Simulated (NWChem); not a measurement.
System: CH₃ClSn, singlet; SMILES [Sn]([CH3])[Cl]

Low-valent species are run as closed-shell singlets; no triplet was tried in these runs. def2 effective core potentials on Sn; no spin-orbit coupling.

Question: Give the equilibrium geometry at PBE0/def2-SVP with def2 effective core potentials on Sn (NWChem) as a Z-matrix, with the point group.

Answer: point group Cs; any orientation.
```
C
H 1 1.1008
H 1 1.1025 2 109.36
H 1 1.1026 2 109.34 3 -117.14
Sn 1 2.1955 2 112.24 4 -121.40
Cl 5 2.4035 1 93.75 2 -179.70
```
